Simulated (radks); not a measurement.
Neutral holmium inside a hard spherical wall (all orbitals vanish at R), configuration held at [Xe] 4f11 6s2 and not refilled when levels cross. All-electron calculation, scalar-relativistic Kohn-Sham, LDA (Slater exchange, VWN5 correlation), spin-polarised, spherical densities, point nucleus; open shells are filled with parallel spins first. Program: a radial shooting solver on a logarithmic mesh with Libxc functionals. Eigenvalues in eV for spin up, with the zero of energy where the potential of the charges vanishes at infinity; a dash marks a level that is unbound or too diffuse for the functional's potential to be trusted. A positive occupied level is held by the wall or, in an anion where self-interaction has pushed it up, behind a barrier. The pressure on the wall is -dE/dV.

R (bohr)  E (hartree)  kinetic (hartree)    e(5s)    e(5p)   e(4f)   e(6s)  e(5d, empty)  e(6p, empty)  pressure (GPa)
free      -12608.3571          13633.945  -51.111  -26.430  -4.332  -3.981        -1.301        -1.209               0
20        -12608.3571          13633.945  -51.111  -26.430  -4.332  -3.981        -1.301        -1.208        < 0.0001
15        -12608.3571          13633.945  -51.110  -26.428  -4.331  -3.980        -1.298        -1.196        0.000132
8         -12608.3423          13634.047  -50.504  -25.832  -3.735  -3.438        -0.694        -0.021           0.516
5         -12608.0875          13635.118  -47.217  -22.683  -0.389   1.576         3.025         8.008            26.1
3         -12605.1612          13646.148  -34.179   -9.676  14.803  38.860        21.728        56.678            1300
2.5       -12600.9220          13661.261  -22.068    3.890  29.209  80.679        40.707        105.63            5080
2         -12588.2879          13702.735    7.117   38.158  59.713  181.92        86.290        218.12           25400
